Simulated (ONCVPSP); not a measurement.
# Reading a pseudo-wave (calcium (Ca))

Columns: radius, all-electron u(r) and pseudo u(r) of the 3p shell (level -34.83 eV) of calcium in the configuration [Ne] 3s2 3p6 4s1; PBEsol, scalar-relativistic, ONCV scheme, ONCVPSP 4.0.1.

```json
{"r (bohr)": "0.072", "all-electron": "-0.2191", "pseudo": "0.0111"}
{"r (bohr)": "0.145", "all-electron": "-0.4360", "pseudo": "0.0446"}
{"r (bohr)": "0.217", "all-electron": "-0.4704", "pseudo": "0.0985"}
{"r (bohr)": "0.290", "all-electron": "-0.3602", "pseudo": "0.1722"}
{"r (bohr)": "0.362", "all-electron": "-0.1727", "pseudo": "0.2604"}
{"r (bohr)": "0.435", "all-electron": "0.0463", "pseudo": "0.3615"}
{"r (bohr)": "0.507", "all-electron": "0.2582", "pseudo": "0.4671"}
{"r (bohr)": "0.580", "all-electron": "0.4504", "pseudo": "0.5744"}
{"r (bohr)": "0.652", "all-electron": "0.6093", "pseudo": "0.6743"}
{"r (bohr)": "0.725", "all-electron": "0.7371", "pseudo": "0.7642"}
{"r (bohr)": "0.798", "all-electron": "0.8319", "pseudo": "0.8383"}
{"r (bohr)": "0.870", "all-electron": "0.8959", "pseudo": "0.8933"}
{"r (bohr)": "0.942", "all-electron": "0.9344", "pseudo": "0.9293"}
{"r (bohr)": "1.015", "all-electron": "0.9515", "pseudo": "0.9472"}
{"r (bohr)": "1.088", "all-electron": "0.9509", "pseudo": "0.9481"}
{"r (bohr)": "1.160", "all-electron": "0.9364", "pseudo": "0.9349"}
{"r (bohr)": "1.232", "all-electron": "0.9114", "pseudo": "0.9108"}
{"r (bohr)": "1.305", "all-electron": "0.8781", "pseudo": "0.8779"}
{"r (bohr)": "1.378", "all-electron": "0.8392", "pseudo": "0.8391"}
{"r (bohr)": "1.450", "all-electron": "0.7970", "pseudo": "0.7970"}
{"r (bohr)": "1.522", "all-electron": "0.7528", "pseudo": "0.7527"}
{"r (bohr)": "1.595", "all-electron": "0.7069", "pseudo": "0.7068"}
{"r (bohr)": "1.668", "all-electron": "0.6609", "pseudo": "0.6609"}
{"r (bohr)": "1.740", "all-electron": "0.6163", "pseudo": "0.6162"}
{"r (bohr)": "1.812", "all-electron": "0.5728", "pseudo": "0.5728"}
{"r (bohr)": "1.885", "all-electron": "0.5304", "pseudo": "0.5304"}
```

Problem. How many radial nodes do the two functions have?

Solution. The all-electron 3p function has n − l − 1 = 1; the pseudo-wave has 0, since the states of the same l below it are removed with the core.

Problem. At about which radius was the pseudo-wave matched?

Solution. 1.45 bohr. The columns agree to 0.0005 from 1.30 bohr on; several derivatives are matched, so the curves merge somewhat inside the radius.

Problem. Is the pseudo-wave norm-conserving?

Solution. Yes: the ONCV scheme keeps the norm inside the radius equal to the all-electron one, which fixes the energy derivative of the logarithmic derivative at the level.
